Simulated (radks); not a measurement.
Results of a calculation; reference values are marked as such.
Dynamic dipole polarisability and lines of the oxygen ion O5+, [He] 2s1. Level of theory: non-relativistic Kohn-Sham, LB94 model potential, spin-polarised, spherical densities, point nucleus; open shells are filled with parallel spins first (a radial shooting solver on a logarithmic mesh with Libxc functionals). Time-dependent linear response with the Hartree and adiabatic LDA kernel, continuum included through the Sternheimer equations. Lines are the poles of the dipole polarisability below minus the highest occupied eigenvalue, found on a grid refined at the orbital gaps; the lowest seven at most are given, and weak or close lines can be missed. The first line takes the name of the lowest orbital gap if no other gap lies below it; otherwise a line is named after a gap within 0.6 % of it, if that gap stands alone.

photon energy (eV),alpha (bohr^3)
0,1.005
6.749,1.512
15.748,-1.017
24.747,-0.2031
33.746,-0.06296
42.745,-0.005449
51.744,0.03131
60.743,0.06880
69.742,0.1402
78.741,0.8796
87.740,-0.1652
96.738,-0.03918
105.74,2.374
114.74,-0.003366
123.74,-0.1371

Lines (eV, oscillator strength): 11.456 (108.2 nm, 2s-2p), f = 0.169; 80.377 (15.43 nm, unassigned), f = 0.307; 105.85 (11.71 nm, 2s-4p), f = 0.0767; 117.16 (10.58 nm, 2s-5p), f = 0.0322; 123.27 (10.06 nm, 2s-6p), f = 0.0170; 126.95 (9.767 nm, unassigned), f = 0.0101. Higher lines, where found, are left out when the end of the mesh affects them. Those listed give 99 % of the static polarisability (sum of f/w^2). Orbital energy gaps for comparison: 2s-2p 10.543 eV; 2s-3p 81.375 eV; 2s-4p 106.16 eV; 2s-5p 117.31 eV; 2s-6p 123.35 eV. At laser wavelengths: 1550 nm 1.010, 1064 nm 1.015, 780 nm 1.024, 532 nm 1.047, 355 nm 1.103, 266 nm 1.195, 193 nm 1.443 bohr^3.
